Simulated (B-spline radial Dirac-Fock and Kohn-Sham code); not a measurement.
Z = 40 (zirconium), transition energy 16.1 keV. Method: a Dirac-Hartree-Slater potential of the neutral atom with a Latter tail (no hole, which puts coefficients of high multipoles low close above an edge), finite nucleus with surface currents. Computed with a radial atomic solver. The K shell is not open to conversion at this energy. Subshells that would emit electrons below 1 keV are left out.

Question: A pure transition shows α(L) = 1.31e+07, L1/L2 = 0.00746 and L1/L3 = 0.00460. What is its multipolarity?
A. E2
B. M3
C. E3
D. E4
E. M4
F. M1
G. M2
H. E1

Answer: D. For comparison, α(L), L1/L2, L1/L3 are E1 2.40, 2.95, 1.70; E2 745, 0.0363, 0.0218; E3 138000, 0.00182, 0.00111; M1 4.35, 12.8, 40.1; M2 632, 11.7, 2.32; M3 93800, 8.79, 0.338; M4 9.58e+06, 6.74, 0.133.
